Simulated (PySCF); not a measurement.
Gas-phase XPS of (NaF)4 ring, computed

Species: (NaF)4 ring, Na4F4.
Cartesian coordinates in Å at the PBE0-D3(BJ)/def2-SVP level; atoms count from 1:
```xyz
8
Na4F4 angstrom
Na    -1.007    1.071    2.205
F     -1.360    2.179    0.563
Na    -0.889    1.945   -1.381
F      0.081    0.609   -2.533
Na     1.039   -1.126   -2.166
F      1.382   -2.236   -0.522
Na     0.911   -1.995    1.421
F     -0.056   -0.664    2.580
```

Computed with PySCF 2.14.0, delta-SCF UKS SCAN, pcX-2 on the ionised atom, pcseg-1 elsewhere, spin-free X2C. Each binding energy is the total energy of the core-ionised species, with the hole localised on one atom, minus that of the ground state; both are solved self-consistently, so orbital relaxation is included.

Task: List the computed XPS lines with their assignment.

Result: 
```json
{"atom(s)": "Na1/Na3/Na5/Na7", "bonded to": "2 F", "level": "Na 1s", "binding energy (eV)": "1077.41", "count": "4"}
{"atom(s)": "F2/F4/F6/F8", "bonded to": "2 Na", "level": "F 1s", "binding energy (eV)": "688.48", "count": "4"}
```

Task: Which effective nuclear charge Zeff reproduces each element's mean 1s value in the hydrogen-like formula E = 13.606 eV × Zeff²?

Result: F (Z = 9): mean 688.5 eV, Zeff = 7.11, Z − Zeff = 1.89; Na (Z = 11): mean 1077.4 eV, Zeff = 8.90, Z − Zeff = 2.10. Means run over the listed sites, weighted by atom count.

Task: Which photon energy gives electrons from Na 1s of Na1/Na3/Na5/Na7 a kinetic energy of 200 eV, and what is their de Broglie wavelength?

Result: hν = 1077.41 + 200 = 1277.41 eV, recoil neglected; λ = 12.264 Å/√(E/eV) = 0.87 Å.

One atom of each set of topologically equivalent atoms was ionised and stands for the set; in this conformer not all members are related by symmetry, and their own values weren't computed. Isolated species at its PBE0-D3(BJ)/def2-SVP geometry (one conformer only).
